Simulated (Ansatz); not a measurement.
Program: Ansatz. Geometries: PBE0-D4/def2-TZVP. ΔE: electronic, gas phase. CCSD(T)/CBS is the MP2 limit (def2-TZVPP, def2-QZVPP) plus CCSD(T) − MP2 in def2-TZVPP, frozen cores. This one scheme is used for every species. DFT in def2-TZVPP. B3LYP here is the variant with VWN-RPA as its local correlation; programs differ in this. One conformer a species, not always the lowest.

Reaction (ligand exchange at the Si–O bond): `CO[SiH](O)F` + `CN[SiH2]Cl` → `CN([SiH2]Cl)[SiH](O)F` + CH₃OH

Problem. Is it downhill or uphill in electronic energy at CCSD(T)/CBS, and by how much? (Best estimate.)

Solution. Ansatz gave: Uphill: ΔE = +11.2 kcal/mol.

Problem. What do these levels give: PBE-D4, r2SCAN-D4, B3LYP-D4, ωB97X-V, r2SCAN, PBE0, HF/def2-TZVPP, MP2/def2-TZVPP, CCSD/def2-TZVPP, CCSD(T)/def2-TZVPP, SCS-MP2/def2-QZVPP, MP2/CBS(def2)? (Estimate.)

Solution. Ansatz gave: PBE-D4 10.4, r2SCAN-D4 11.8, B3LYP-D4 11.8, ωB97X-V 11.8, r2SCAN 12.4, PBE0 12.3, HF/def2-TZVPP 16.5, MP2/def2-TZVPP 11.1, CCSD/def2-TZVPP 12.1, CCSD(T)/def2-TZVPP 11.3, SCS-MP2/def2-QZVPP 12.1, MP2/CBS(def2) 11.1 kcal/mol.

Largest T1 diagnostic among the species: 0.011.

The D4 term adds −2.9 kcal/mol with B3LYP and −1.7 kcal/mol with PBE0; it sums over pairs of atoms, weighted by their polarisabilities, and B3LYP, whose exchange is more repulsive, gets the larger term. In def2-TZVPP, CCSD(T) changes the Hartree–Fock value by −5.2 kcal/mol (the triples alone add −0.8 kcal/mol) and MP2 by −5.4 kcal/mol.
